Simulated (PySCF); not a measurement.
Members of one series of related molecules.

All values: PBE0/def2-SVPD (PySCF) at PBE0-D3(BJ)/def2-SVP geometries, gas phase, one conformer each. Core orbitals are frozen in the response; Δα² is half the sum of the squared differences of the principal polarisabilities. The calculation is non-relativistic, for germanium too.

Task: Rank by HOMO–LUMO gap, highest first.
A. Ge(vinyl)(NHMe)3, `[NH]([Ge]([CH]=C)([NH]C)[NH]C)C`
B. Ge(vinyl)(NMe2)3, `C=[CH][Ge]([N](C)C)([N](C)C)[N](C)C`
C. Ge(vinyl)(OEt)3, `C=[CH][Ge]([O]CC)([O]CC)[O]CC`
D. Ge(vinyl)(NHEt)3, `C=[CH][Ge]([NH]CC)([NH]CC)[NH]CC`

Result: C (7.06 eV), D (6.04 eV), A (5.80 eV), B (5.57 eV).

Task: Rank by polarisability anisotropy Δα, highest first.
A. Ge(vinyl)(NHMe)3, `[Ge]([NH]C)([NH]C)([CH]=C)[NH]C`
B. Ge(vinyl)(NMe2)3, `C[N]([Ge]([N](C)C)([CH]=C)[N](C)C)C`
C. Ge(vinyl)(OEt)3, `CC[O][Ge]([O]CC)([CH]=C)[O]CC`

Result: A (4.32 Å³), C (3.17 Å³), B (2.20 Å³).

Task: Rank by HOMO energy, highest first.
A. `C=[CH][Ge]([N](C)C)([N](C)C)[N](C)C` (Ge(vinyl)(NMe2)3)
B. `C=[CH][Ge]([O]CC)([O]CC)[O]CC` (Ge(vinyl)(OEt)3)
C. `C=[CH][Ge]([NH]C)([NH]C)[NH]C` (Ge(vinyl)(NHMe)3)
D. `C=[CH][Ge]([NH]CC)([NH]CC)[NH]CC` (Ge(vinyl)(NHEt)3)

Result: A (-5.89 eV), C (-6.19 eV), D (-6.35 eV), B (-7.75 eV).

All values together:

| SMILES | formula | μ (D) | HOMO (eV) | LUMO (eV) | α (Å³) | Δα (Å³) | electrons | α per electron (Å³) |
| --- | --- | --- | --- | --- | --- | --- | --- | --- |
| C=[CH][Ge]([NH]CC)([NH]CC)[NH]CC | C8H21GeN3 | 0.91 | -6.35 | -0.31 | 22.72 | 2.38 | 122 | 0.186 |
| C=[CH][Ge]([N](C)C)([N](C)C)[N](C)C | C8H21GeN3 | 0.34 | -5.89 | -0.31 | 22.75 | 2.20 | 122 | 0.186 |
| C=[CH][Ge]([O]CC)([O]CC)[O]CC | C8H18GeO3 | 1.48 | -7.75 | -0.69 | 20.28 | 3.17 | 122 | 0.166 |
| C=[CH][Ge]([NH]C)([NH]C)[NH]C | C5H15GeN3 | 0.55 | -6.19 | -0.40 | 17.20 | 4.32 | 98 | 0.176 |

Conformers: `C=[CH][Ge]([NH]CC)([NH]CC)[NH]CC`; `C=[CH][Ge]([N](C)C)([N](C)C)[N](C)C`; `C=[CH][Ge]([O]CC)([O]CC)[O]CC`; `C=[CH][Ge]([NH]C)([NH]C)[NH]C`.
